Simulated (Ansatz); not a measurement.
Pulling on the Si1–H2 bond in H2OSi (SMILES O[SiH]) (multiplicity 1 held, fragments rigid). Energies count from the point at 1.545 Å.
Geometry at that point (charge 0, multiplicity 1):
```xyz
4

Si    -0.378    -0.335     0.394
H     -1.537    -0.168    -0.614
O      0.783     0.496    -0.450
H      0.564     0.885    -1.304
```

Restricted levels (R-, RO-) in cc, def2 and unpolarised 6-31G sets keep to the state of the molecule at rest. Unrestricted levels (U-) break spin symmetry where that is lower. Active spaces are followed from a long bond inwards. Curves can end on different states.

Cores are frozen in the correlated methods.

Run with Ansatz (Gaussian orbitals). Each number belongs to the level named beside it.

Energies in kcal/mol.

| R (Å) | R-SCS-MP2/cc-pV(D+d)Z | U-CCSD(T)/cc-pV(D+d)Z | FIC-NEVPT4(SD) on CASSCF(2,2)/cc-pV(D+d)Z | FIC-MRCISD+Q on CASSCF(2,2)/cc-pV(D+d)Z |
|---|---|---|---|---|
| 1.236 | 24.3 | 24.6 | 24.9 | 24.6 |
| 1.391 | 4.6 | 4.8 | 4.9 | 4.8 |
| 1.545 | 0.0 | 0.0 | 0.0 | 0.0 |
| 1.700 | 3.4 | 3.0 | 2.9 | 3.0 |
| 1.855 | 10.7 | 9.8 | 9.5 | 9.8 |
| 2.086 | 24.4 | 22.5 | 21.8 | 22.3 |
| 2.318 | 38.4 | 35.4 | 34.0 | 34.8 |
| 2.705 | 59.4 | 53.8 | 50.7 | 51.9 |
| 3.091 | 76.2 | 66.3 | 61.8 | 63.2 |
| 3.555 | 90.5 | 72.4 | 68.6 | 70.1 |
| 4.173 | 100.2 | 74.0 | 71.8 | 73.3 |
| 4.946 | 99.1 | 74.3 | 72.6 | 74.1 |

Doubts at one or more of the structures used: a restricted determinant that unrestricted orbitals would lower (R-SCS-MP2/cc-pV(D+d)Z); a spin-contaminated determinant (U-CCSD(T)/cc-pV(D+d)Z); T1 above 0.05 (U-CCSD(T)/cc-pV(D+d)Z).

Ansatz is a first-principles code.
